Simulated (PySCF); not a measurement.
## Two-component Hartree-Fock for Tl⁶⁸⁺ (thallium, charge +68)

Start: [Ne] 3s2 3p1; 3p3/2 filled at m_j = +3/2. Calculated with PySCF 2.14 in an even-tempered Gaussian basis (17 s from 24 bohr⁻², ratio 2.4; 14 p from 31 bohr⁻², ratio 2.4; 4 d from 100 bohr⁻², ratio 2.6; 4 f from 150 bohr⁻², ratio 2.6): generalised Hartree-Fock with the X2C-1e Hamiltonian and a Gaussian nucleus; one run each with spin-orbit coupling (SO) screened by Boettger's factors, then bare. This is a chosen level, not necessarily the ground level.

```tsv
spinor shell	electrons	ε, screened SO (eV)	ε, bare SO (eV)	weight of nominal j (bare SO)	rms radius, bare SO (bohr)
1s1/2	2	-92077.1	-92075.7	1.000	0.0184
2s1/2	2	-21228.9	-21228.6	1.000	0.0731
2p1/2	2	-20647.0	-20695.2	1.000	0.0616
2p3/2	4	-18525.3	-18511.4	1.000	0.0696
3s1/2	2	-8606.6	-8606.6	1.000	0.175
3p3/2	1	-7859.9	-7856.1	1.000	0.178
```

```tsv
quantity	screened SO	bare SO
E (hartree)	-14486.89363	-14488.30351
M_J	3/2	3/2
⟨J²⟩	3.750	3.750
⟨L²⟩	2.047	2.050
⟨S²⟩	0.797	0.800
```

Each row is a mean over spinors that exchange with the open shell spreads, by up to 31.985 eV (3s1/2).

Breit and QED terms are absent; they matter most for the inner s and p1/2 levels.

Densities and radii are taken from the X2C orbitals without a picture-change correction, which distorts them close to the nucleus.
